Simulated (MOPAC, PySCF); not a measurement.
HCl$_{2}$Ga, SMILES `[Cl][GaH][Cl]`, neutral singlet in the gas phase. 

Z-matrix (Å, degrees):
```
Ga
H 1 1.5456
Cl 1 2.1439 2 122.42
Cl 1 2.1439 2 122.42 3 180.00
```
Charge 0, spin multiplicity 1.

All levels are single points at this geometry (B3LYP-D3(BJ)/def2-TZVP); Pople sets use spherical d functions. Orbital energies aren't observables, and empty levels follow the basis.

HF/6-31G* in PySCF gives HOMO (eV) = -12.45.

### Question
Estimate the HOMO (eV) from each of these levels: TPSSh-D3(BJ)/def2-TZVP in PySCF; B3LYP/LANL2DZ in PySCF; M06-2X/6-31G* in PySCF; PBE/6-31G* in PySCF; PM3 in MOPAC.

### Answer

| level | HOMO (eV) |
|---|---|
| TPSSh-D3(BJ)/def2-TZVP in PySCF | -8.40 |
| B3LYP/LANL2DZ in PySCF | -9.02 |
| M06-2X/6-31G* in PySCF | -10.45 |
| PBE/6-31G* in PySCF | -7.70 |
| PM3 in MOPAC | -11.11 |
